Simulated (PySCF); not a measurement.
Ionisation energy of Xe²⁺ by level of theory

Xe²⁺ [Kr] 4d10 5s2 5p4 (3P) → Xe³⁺ [Kr] 4d10 5s2 5p3 (4S), as a difference of total energies. All numbers are calculated (PySCF 2.14, scalar relativity through the core potential, in def2-SVP with the def2 core potential (28 electrons) (6s5p3d2f, 50 functions)). Correlated levels: valence: 4s2 4p6 4d10 frozen. The calculations carry no spin-orbit coupling.

Q: Order these methods by the ionisation energy they give, lowest first.
A. MP2 (valence)
B. LDA
C. SCS-MP2 (valence)
D. UHF

A: D (29.383 eV), A (29.990 eV), C (30.053 eV), B (30.826 eV).

The reference lies between the lowest fine-structure levels, while these numbers refer to the centres of the terms.

Errors of the correlated levels include the incompleteness of this basis and the frozen core.

For comparison: 31.05 ± 0.04 eV (semi-empirical (NIST evaluation); NIST Atomic Spectra Database, ionization energies).
